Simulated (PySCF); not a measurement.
Exercise with solution: dipole moment from atomic charges

Mg(Cl)(SiH3) (ClH3MgSi), SMILES [SiH3][Mg][Cl]. Atoms are numbered in the order given.

```xyz
6

Mg     0.0000     0.0000    -0.1720
Cl     0.0000     0.0000    -2.3619
Si     0.0000     0.0000     2.3842
H      1.1973     0.6913     2.9458
H      0.0000    -1.3826     2.9458
H     -1.1973     0.6913     2.9458
```
Charge 0, spin multiplicity 1.

Geometry: PBE0-D3(BJ)/def2-TZVP.

Charges (e) from HF/def2-TZVPD in PySCF:

```
atom     IAO  ESP fit
----  ------  -------
Mg1    1.389    0.746
Cl2   -0.847   -0.485
Si3   -0.078   -0.110
H4    -0.154   -0.050
H5    -0.154   -0.051
H6    -0.154   -0.050
```

The dipole moment of the full density is 1.48 D.

**Question.** What dipole moment does each set of point charges give, and which comes closer to that of the density?

**Answer.** 
μ = Σ q r, and 1 e Å = 4.8032 D.
IAO: Σ q r = (0.000, 0.000, 0.215) e Å, |μ| = 1.03 D.
ESP fit: Σ q r = (0.000, 0.001, 0.310) e Å, |μ| = 1.49 D.
ESP fit comes closer in size. Point charges leave out the atoms' own dipoles (lone pairs, polarised bonds); fits to the potential absorb them, partitions of the density don't.
